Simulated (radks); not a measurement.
All-electron atom: V2+ in [Ar] 3d3.

All-electron calculation, non-relativistic Kohn-Sham, PBEsol, spin-unpolarised, spherical densities, point nucleus. Program: a radial shooting solver on a logarithmic mesh with Libxc functionals.

Energy parts (hartree):
total: -941.77692
kinetic: 940.87536
electron-nucleus: -2221.15850
Hartree: 381.96062
exchange-correlation: -43.45439

Orbitals (lengths in bohr, moments of r in powers of bohr; r(90%) holds 90 % of the orbital's charge):
orbital  occ.  eigenvalue (hartree)     <r^2>  <1/r>      <r>  r(90%)
1s          2             -196.0993  0.006040  22.51  0.06710   0.120
2s          2             -22.44323    0.1145  4.731   0.3113   0.483
2p          6             -19.03433   0.09330  4.675   0.2753   0.452
3s          2              -3.13833     1.057  1.468   0.9572    1.43
3p          6              -2.21397     1.221  1.346    1.018    1.57
3d          3              -0.78652     2.198  1.011    1.310    2.24

The highest occupied level is 3d at -21.402 eV. The electron density at the nucleus is 8163 e/bohr^3. Virial ratio -V/T = 2.00096. Summed over all electrons, <r^2> = 16.83 bohr^2, which gives a Langevin (diamagnetic) susceptibility term of -13.3 x 10^-6 cm^3/mol.
